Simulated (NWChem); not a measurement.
System: H₃BO₂; SMILES B(O)O

Excerpt of the output:

```
             Northwest Computational Chemistry Package (NWChem) 7.3.0
             --------------------------------------------------------

 CS  symmetry detected

                             Geometry "geometry" -> ""
                             -------------------------

 Output coordinates in angstroms (scale by  1.889725989 to convert to a.u.)

  No.       Tag          Charge          X              Y              Z
 ---- ---------------- ---------- -------------- -------------- --------------
    1 B                    5.0000    -0.47923121    -0.01871739     0.00000000
    2 H                    1.0000    -1.68982912    -0.01748500     0.00000000
    3 O                    8.0000     0.15183484    -1.21378711     0.00000000
    4 H                    1.0000     1.11119891    -1.10942249     0.00000000
    5 O                    8.0000     0.25586301     1.12643299     0.00000000
    6 H                    1.0000    -0.28679649     1.91932739     0.00000000

 Effective nuclear repulsion energy (a.u.)      66.8499913882

      Symmetry information
      --------------------

 Group name             Cs
 Group number              2
 Group order               2
 No. of unique centers     6

  pbe96 is a nonlocal functional; adding pw91lda local functional.

                                 NWChem DFT Module
                                 -----------------

 Summary of "ao basis" -> "ao basis" (spherical)
 ------------------------------------------------------------------------------
       Tag                 Description            Shells   Functions and Types
 ---------------- ------------------------------  ------  ---------------------
 B                          def2-svp                 6       14   3s2p1d
 H                          def2-svp                 3        5   2s1p
 O                          def2-svp                 6       14   3s2p1d

      Symmetry analysis of basis
      --------------------------

        a'         42
        a"         15

            General Information
            -------------------
          SCF calculation type: DFT
          Wavefunction type:  closed shell.
          No. of atoms     :     6
          No. of electrons :    24
           Alpha electrons :    12
            Beta electrons :    12
          Charge           :     0
          Spin multiplicity:     1
          Use of symmetry is: on ; symmetry adaption is: on
          Maximum number of iterations: 150
          AO basis - number of functions:    57
                     number of shells:    27
          Convergence on energy requested:  1.00D-06
          Convergence on density requested:  1.00D-05
          Convergence on gradient requested:  5.00D-04

              XC Information
              --------------
          PerdewBurkeErnzerhof Exchange Functional  1.000
            Perdew 1991 LDA Correlation Functional  1.000 local
           PerdewBurkeErnz. Correlation Functional  1.000 non-local

             Grid Information
             ----------------
          Grid used for XC integration:  medium
          Radial quadrature: Mura-Knowles
          Angular quadrature: Lebedev.
          Tag              B.-S. Rad. Rad. Pts. Rad. Cut. Ang. Pts.
          ---              ---------- --------- --------- ---------
          B                   0.85       49           7.0       434
          H                   0.35       45          10.0       434
          O                   0.60       49           9.0       434
          Grid pruning is: on
          Number of quadrature shells:   282
          Spatial weights used:  Erf1

      Superposition of Atomic Density Guess
      -------------------------------------

 Sum of atomic energies:        -175.38413943

      Non-variational initial energy
      ------------------------------

 Total energy =    -176.506272
 1-e energy   =    -371.670013
 2-e energy   =     128.313749
 HOMO         =      -0.446360
 LUMO         =       0.075679

      Symmetry analysis of molecular orbitals - initial
      -------------------------------------------------

  Numbering of irreducible representations:

     1 a'          2 a"

  Orbital symmetries:

     1 a'          2 a'          3 a'          4 a'          5 a'
     6 a'          7 a'          8 a'          9 a"         10 a'
    11 a"         12 a'         13 a"         14 a'         15 a'
    16 a'         17 a'         18 a'         19 a'         20 a"
    21 a'         22 a'

   convergence    iter        energy       DeltaE   RMS-Dens  Diis-err
 ---------------- ----- ----------------- --------- --------- ---------
 d= 0,ls=0.0,diis     1   -176.7783889846 -2.44D+02  2.48D-02  7.18D-01
 d= 0,ls=0.0,diis     2   -176.6638243978  1.15D-01  1.44D-02  2.06D+00
 d= 0,ls=0.0,diis     3   -176.8613589528 -1.98D-01  1.59D-03  2.41D-02
 d= 0,ls=0.0,diis     4   -176.8632749636 -1.92D-03  8.56D-04  3.97D-03
 d= 0,ls=0.0,diis     5   -176.8634656615 -1.91D-04  3.94D-04  1.87D-03
  Resetting Diis
 d= 0,ls=0.0,diis     6   -176.8636472928 -1.82D-04  2.09D-05  2.13D-06
 d= 0,ls=0.0,diis     7   -176.8636475465 -2.54D-07  5.80D-06  4.23D-08

         Total DFT energy =     -176.863647546493
      One electron energy =     -374.570679492020
           Coulomb energy =      153.055074720019
    Exchange-Corr. energy =      -22.198034162670
 Nuclear repulsion energy =       66.849991388178

 Numeric. integr. density =       24.000000138827

                  Occupations of the irreducible representations
                  ----------------------------------------------

                     irrep           alpha         beta
                     --------     --------     --------
                     a'               10.0         10.0
                     a"                2.0          2.0

                       DFT Final Molecular Orbital Analysis
                       ------------------------------------

 Vector   10  Occ=2.000000D+00  E=-3.141862D-01  Symmetry=a'
              MO Center=  1.3D-01, -9.6D-01,  8.4D-15, r^2= 1.4D+00
   Bfn.  Coefficient  Atom+Function         Bfn.  Coefficient  Atom+Function
  ----- ------------  ---------------      ----- ------------  ---------------
    24      0.527533  3 O  py                27      0.321837  3 O  py
    22     -0.220664  3 O  s                 23      0.182521  3 O  px
    41     -0.178352  5 O  s                 21     -0.161471  3 O  s
    42     -0.159745  5 O  px                53      0.147982  6 H  s
    34      0.137657  4 H  s                 43      0.122269  5 O  py

 Vector   11  Occ=2.000000D+00  E=-2.825862D-01  Symmetry=a'
              MO Center= -5.7D-01,  3.4D-01, -5.5D-16, r^2= 2.1D+00
   Bfn.  Coefficient  Atom+Function         Bfn.  Coefficient  Atom+Function
  ----- ------------  ---------------      ----- ------------  ---------------
    42      0.400439  5 O  px                15      0.332883  2 H  s
    16      0.308852  2 H  s                  4      0.284911  1 B  px
    45      0.245245  5 O  px                22     -0.160695  3 O  s
    23      0.138325  3 O  px                34      0.127442  4 H  s
    41      0.118362  5 O  s                 43      0.101898  5 O  py

 Vector   12  Occ=2.000000D+00  E=-2.718019D-01  Symmetry=a"
              MO Center=  1.9D-01, -1.3D-01, -3.3D-15, r^2= 1.9D+00
   Bfn.  Coefficient  Atom+Function         Bfn.  Coefficient  Atom+Function
  ----- ------------  ---------------      ----- ------------  ---------------
    25      0.477385  3 O  pz                44     -0.441532  5 O  pz
    28      0.348984  3 O  pz                47     -0.327995  5 O  pz
    11     -0.043978  1 B  d -1

 Vector   13  Occ=0.000000D+00  E= 1.419672D-02  Symmetry=a"
              MO Center= -4.4D-01, -2.2D-02,  3.5D-15, r^2= 2.2D+00
   Bfn.  Coefficient  Atom+Function         Bfn.  Coefficient  Atom+Function
  ----- ------------  ---------------      ----- ------------  ---------------
     9      0.636533  1 B  pz                 6     -0.570842  1 B  pz
    28     -0.308562  3 O  pz                47     -0.301945  5 O  pz
    25     -0.289526  3 O  pz                44     -0.285217  5 O  pz
    19      0.030006  2 H  pz

 Vector   14  Occ=0.000000D+00  E= 3.111920D-02  Symmetry=a'
              MO Center= -1.7D-02,  1.3D+00, -9.2D-16, r^2= 4.2D+00
   Bfn.  Coefficient  Atom+Function         Bfn.  Coefficient  Atom+Function
  ----- ------------  ---------------      ----- ------------  ---------------
    54      1.037983  6 H  s                 41     -0.760010  5 O  s
    35      0.537222  4 H  s                  3      0.414618  1 B  s
    22     -0.384947  3 O  s                 46     -0.232393  5 O  py
    16     -0.229352  2 H  s                 53      0.201329  6 H  s
    40     -0.188519  5 O  s                 45      0.173325  5 O  px

 Vector   15  Occ=0.000000D+00  E= 5.027526D-02  Symmetry=a'
              MO Center=  7.2D-01, -3.3D-01, -1.5D-15, r^2= 4.8D+00
   Bfn.  Coefficient  Atom+Function         Bfn.  Coefficient  Atom+Function
  ----- ------------  ---------------      ----- ------------  ---------------
    35      1.116683  4 H  s                 22     -0.766318  3 O  s
    54     -0.672306  6 H  s                 16     -0.443468  2 H  s
    41      0.379504  5 O  s                  3      0.355487  1 B  s
    26     -0.294917  3 O  px                23     -0.217801  3 O  px
    34      0.217221  4 H  s                  7     -0.209044  1 B  px

     Multipole analysis of the density
     ---------------------------------

     L   x y z        total         alpha         beta         nuclear
     -   - - -        -----         -----         ----         -------
     0   0 0 0     -0.000000    -12.000000    -12.000000     24.000000

     1   1 0 0      0.227217      0.113608      0.113608      0.000000
     1   0 1 0      0.597744      0.298872      0.298872      0.000000
     1   0 0 1     -0.000000     -0.000000     -0.000000      0.000000

[...]
```

Level: PBE/def2-SVP, vertical spin-unrestricted ions. The geometry was optimised at PBE0/def2-SVP.

### Question
Reconstruct the input file.

### Answer
One answer among several that fit: the input that was run:
```
start job
memory heap 200 mb stack 900 mb global 1100 mb
geometry units angstroms noautoz
  B     -0.468658    -0.020441     0.000000
  H     -1.679229    -0.012276     0.000000
  O      0.155554    -1.219105     0.000000
  H      1.115500    -1.120236     0.000000
  O      0.272982     1.120481     0.000000
  H     -0.265128     1.916470     0.000000
end
basis spherical
  * library def2-svp
end
dft
  xc xpbe96 cpbe96
  iterations 150
  vectors input atomic output neutral.movecs
end
task dft energy
charge 1
dft
  odft
  mult 2
  vectors input atomic output cation.movecs
end
task dft energy
```
